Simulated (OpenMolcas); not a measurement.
A calculation on Fe VI.

```yaml
Program: OpenMolcas
Method: "MS-CASPT2, IPEA 0.25 Eh, imaginary shift 0.1 Eh (closed shells correlated: 3s 3p)"
Basis: ANO-RCC-VTZP [6s5p3d2f1g]
Scalar_Hamiltonian: DKH2, point nucleus
Active_space: 3 electrons in 10 orbitals (3d 4d)
State_averaging: 2S+1 = 4 even, 10 roots; 2S+1 = 2 even, 40 roots
Spin-orbit_coupling: RASSI with atomic mean-field integrals over the reference wave functions, term energies averaged over their components
```

**Question.** Which level of the active space comes out lowest?

**Answer.** 3d³ ⁴F_3/2, with 100 % of that term; it is also the measured ground level.

**Question.** How high does 3d³ ⁴P_1/2 lie?

**Answer.** 19650 cm⁻¹ above the lowest level; measured 18738 cm⁻¹ above the ground level, so the calculation is off by +5 %.

**Question.** How high does 3d³ ²G_7/2 lie?

**Answer.** 21330 cm⁻¹ above the lowest level; measured 20616 cm⁻¹ above the ground level, so the calculation is off by +3 %.

**Question.** How high does 3d³ ⁴F_9/2 lie?

**Answer.** 2170 cm⁻¹ above the lowest level; measured 2001 cm⁻¹ above the ground level, so the calculation is off by +9 %.

**Question.** The level at 27310 cm⁻¹ has J = 3/2. What is it made of, and what is its g factor?

**Answer.** 65 % 3d³ ²P_3/2, 33 % 3d³ ²D(1), 2 % 3d³ ⁴P; g = 1.166, against 1.334 from Landé's formula for the pure leading term.

Measured values: Corliss and Sugar, J. Phys. Chem. Ref. Data 11, 135 (1982).

CASPT2 breaks the degeneracy within a term, and the mean is taken; among the terms shown or strongly mixed into the levels shown the widest spread is 580 cm-1 (3d³ ⁴F). Active for correlation alone: 4d; no level in the range computed is led by a configuration that fills it, so any true level of that kind is missing. Measured partners are found by configuration, term and J. A level has none where our copy of the source lacks it or the pairing is in doubt (some pairs that miss far off the trend of their configuration count as doubtful), and it then counts in no deviation. Levels of configurations outside the active space are missing.

A number in round brackets counts repeated terms of one configuration in the order of the reference energies.
